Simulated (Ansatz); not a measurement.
System: sum formula H₃BPO₂, net charge -1, singlet state. It need not be the lowest isomer of its formula. Whether it binds its extra electron was not tested at this geometry. 
Structure (B3LYP-D3(BJ)/def2-TZVP (Ansatz, a quantum-chemistry and plane-wave program) minimum search):
```xyz
7

O     -1.1360     0.3408    -1.2969
B     -0.5868    -0.0459    -0.2096
O     -1.2130    -0.7008     0.9002
P      1.3489     0.3211     0.2482
H     -2.1424    -0.7735     0.6455
H      1.7268    -0.9075     0.8620
H      1.9086    -0.0266    -1.0092
```
Charge -1, spin multiplicity 1.

Basis-set convergence of Hartree-Fock and MP2 correlation energies (hartree) with Ansatz. Valence correlation only, unless marked. Spin-orbit coupling is left out. Non-relativistic. This anion needs diffuse functions, which these sets lack.

```json
[
 {"basis": "cc-pV(D+d)Z", "functions": "80", "E(HF)": "-517.01468", "E(corr, MP2)": "-0.58995"},
 {"basis": "cc-pV(T+d)Z", "functions": "171", "E(HF)": "-517.09215", "E(corr, MP2)": "-0.75070"},
 {"basis": "cc-pV(Q+d)Z", "functions": "319", "E(HF)": "-517.11192", "E(corr, MP2)": "-0.81010"},
 {"basis": "cc-pV(5+d)Z", "functions": "538", "E(HF)": "(withheld)", "E(corr, MP2)": "(withheld)"}
]
```

What belongs in the gaps?


- cc-pV(5+d)Z, E(HF): -517.11693
- cc-pV(5+d)Z, E(corr, MP2): -0.83483
